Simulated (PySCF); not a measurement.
## Radial density of Ne³⁺ (neon, charge +3)

B2PLYP, [He] 2s2 2p3, high-spin 4S determinant. Computed with PySCF 2.14 in aug-cc-pVQZ-DK, with scalar relativity by spin-free X2C-1e.

```tsv
r (bohr)	4πr²ρ (e/bohr)	4πr²(ρα − ρβ)
0.00241	0.04830	0.0000
0.00405	0.1284	-0.0001
0.00682	0.3364	-0.0001
0.0115	0.8537	-0.0003
0.0193	2.043	-0.0001
0.0324	4.410	0.0025
0.0546	7.999	0.0210
0.0918	10.85	0.1193
0.154	9.275	0.5160
0.260	5.069	1.7158
0.437	5.529	3.5033
0.735	5.871	3.3042
1.24	1.755	0.9361
2.08	0.07848	0.0451
3.50	0.0002344	0.0002
```

Densities and radii are taken from the X2C orbitals without a picture-change correction, which distorts them close to the nucleus.
